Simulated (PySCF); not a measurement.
## Computed vibrations of [Tl(CN)]2+

[Tl(CN)]2+ (singlet). PySCF 2.14.0, RKS PBE, Tl def2-SVP with ECP60, C def2-SVP, N def2-SVP; non-relativistic Hamiltonian with scalar-relativistic core potentials where named; density fitting; no spin-orbit coupling. Central differences of gradients.

```xyz
3

Tl    0.0000    0.0000   -0.3260
C     0.0000    0.0000    1.9330
N     0.0000    0.0000    3.1158
```

Run from Python with OMP_NUM_THREADS=2. Where DIIS fails, smearing, a level shift and second-order steps follow.
It took 7.7 s on 2 threads of Arm Neoverse V1, with other jobs on the host.

(1) What are the harmonic wavenumbers and infrared intensities?

(2) Is this a minimum?

## Answers

(1) Modes are labelled in C∞v; negative numbers are unstable modes, those under 60 cm⁻¹ near the noise; a finer grid moves soft modes by up to 10 cm⁻¹.
| cm⁻¹ | km/mol | symmetry |
| --- | --- | --- |
| 209 | 0.3 | π |
| 209 | 0.3 | π |
| 233 | 34.7 | σ+ |
| 2137 | 0.2 | σ+ |

(2) Yes. Ideal gas at 298.15 K and 1 bar: S = 275.0 J/(mol K), Cp = 51.9 J/(mol K), H − H(0 K) = 12.9 kJ/mol (rigid rotor, harmonic modes, spin degeneracy alone).
